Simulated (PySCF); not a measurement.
SnOBr2, SMILES [O]=[Sn]([Br])[Br]. Atoms are numbered in the order given.

```xyz
4

Sn     0.0000     0.0000    -0.7108
O      0.0000     0.0000    -2.5594
Br     0.0000    -1.9840     0.8002
Br     0.0000     1.9840     0.8002
```

Coordinates come from a B3LYP-D3(BJ)/def2-SVP optimisation. The def2 effective core potentials stand for the cores of Sn; spin–orbit coupling is left out.

The numbers are results of C-PCM-M06-2X/def2-SVP run with PySCF, not measurements.

The values are the electrostatic part of the solvation free energy, E(continuum) − E(gas) at the gas-phase geometry, in a cavity of scaled van der Waals radii (PySCF's table); cavitation and dispersion terms are not included. A continuum can't describe solvent molecules that bind to the metal. In vacuum the orbital gap is 6.93 eV. The dipole moment in vacuum is 2.60 D.

Computed values in water (ε = 78.36), tetrahydrofuran (ε = 7.43), N,N-dimethylformamide (ε = 37.22):
```json
[
 {"solvent": "water", "ε": "78.36", "ΔG(elec) (kcal/mol)": "-8.8", "dipole (D)": "3.55", "gap (eV)": "7.16"},
 {"solvent": "tetrahydrofuran", "ε": "7.43", "ΔG(elec) (kcal/mol)": "-7.5", "dipole (D)": "3.40", "gap (eV)": "7.12"},
 {"solvent": "N,N-dimethylformamide", "ε": "37.22", "ΔG(elec) (kcal/mol)": "-8.6", "dipole (D)": "3.53", "gap (eV)": "7.15"}
]
```
